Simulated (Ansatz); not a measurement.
GaP₂⁻. The state is a singlet with charge -1. Geometry r2SCAN-D4/def2-TZVPD, basis def2-TZVPD, Ansatz.

Cartesian coordinates in Å:
```
Ga -0.993 0.663 -0.875
P 1.077 0.512 0.419
P -0.084 -1.175 0.456
```

| run | HOMO (eV) | LUMO (eV) |
| --- | --- | --- |
| A | 0.44 | 1.38 |
| B | -0.24 | 2.14 |
| C | -2.46 | 4.19 |
| D | -0.36 | 2.13 |
| E | 0.49 | 1.47 |
| F | -2.02 | 4.07 |

LC-ωPBE has ω = 0.4 bohr⁻¹. The structure comes from a short search, and lower isomers may exist.

Task: The runs used B97M-V, LC-ωPBE, PBE0, r2SCAN, r2SCAN0, ωB97M-V. Estimate which is which.

Result: A r2SCAN (0 % exact exchange); B PBE0 (25 % exact exchange); C LC-ωPBE (range-separated); D r2SCAN0 (25 % exact exchange); E B97M-V (0 % exact exchange); F ωB97M-V (range-separated). Exact exchange lowers occupied and raises empty levels; among semilocal functionals meta-GGAs tend to open the gap a little, and such runs are hard to tell apart. The gap grows from 0.94 eV (r2SCAN) to 6.65 eV (LC-ωPBE). At r2SCAN-D4/def2-TZVPD, B97M-V/def2-TZVPD the highest occupied level of the charge -1 singlet lies above zero (up to 0.49 eV). By energy differences its removal costs 2.00 eV (vertical, to the charge 0 doublet, at CCSD(T)/def2-TZVPPD).
